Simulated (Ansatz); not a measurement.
Relaxation of CH$_{4}$AlBS (8 atoms, charge 0, multiplicity 1), to a largest force component of 0.015 eV/Å in at most 40 steps.

The calculation used Ansatz 0.2.0, RKS PBE-D4/def2-SVP.

```xyz
8
Properties=species:S:1:pos:R:3
Al -0.389 1.765 -0.862
B 0.439 0.097 -0.018
C 0.898 -1.090 0.575
S -0.069 -2.464 1.156
H -0.326 2.138 -2.382
H -1.231 2.828 -0.076
H 1.943 -1.317 0.756
H -1.265 -1.956 0.850
```

Where does it end, and by what steps?

The forces met the threshold. After 12 steps the energy has fallen by 0.447 eV; H5 moved furthest, 1.14 Å.

```json
{"step": "0", "energy less start (eV)": "0.0000", "largest force component (eV/Å)": "0.805", "accepted": "yes"}
{"step": "1", "energy less start (eV)": "-0.1810", "largest force component (eV/Å)": "0.736", "accepted": "yes"}
{"step": "2", "energy less start (eV)": "-0.2497", "largest force component (eV/Å)": "0.497", "accepted": "yes"}
{"step": "3", "energy less start (eV)": "-0.3251", "largest force component (eV/Å)": "0.355", "accepted": "yes"}
{"step": "4", "energy less start (eV)": "-0.3816", "largest force component (eV/Å)": "0.172", "accepted": "yes"}
{"step": "5", "energy less start (eV)": "-0.4191", "largest force component (eV/Å)": "0.101", "accepted": "yes"}
{"step": "6", "energy less start (eV)": "-0.4391", "largest force component (eV/Å)": "0.058", "accepted": "yes"}
{"step": "7", "energy less start (eV)": "-0.4435", "largest force component (eV/Å)": "0.117", "accepted": "yes"}
{"step": "8", "energy less start (eV)": "-0.4415", "largest force component (eV/Å)": "0.154", "accepted": "no"}
{"step": "9", "energy less start (eV)": "-0.4438", "largest force component (eV/Å)": "0.194", "accepted": "yes"}
{"step": "10", "energy less start (eV)": "-0.4463", "largest force component (eV/Å)": "0.042", "accepted": "yes"}
{"step": "11", "energy less start (eV)": "-0.4460", "largest force component (eV/Å)": "0.060", "accepted": "no"}
{"step": "12", "energy less start (eV)": "-0.4467", "largest force component (eV/Å)": "0.013", "accepted": "yes"}
```

```xyz
8
Properties=species:S:1:pos:R:3
Al -0.407 1.822 -0.929
B 0.246 0.041 -0.138
C 0.753 -1.188 0.376
S 0.076 -2.407 1.442
H 0.561 2.655 -1.897
H -1.874 2.355 -0.566
H 1.781 -1.459 0.059
H -1.137 -1.819 1.652
```

Time of the run: 32 s on 1 thread of Arm Neoverse V2, with other jobs on the host, peak memory 0.14 GiB.
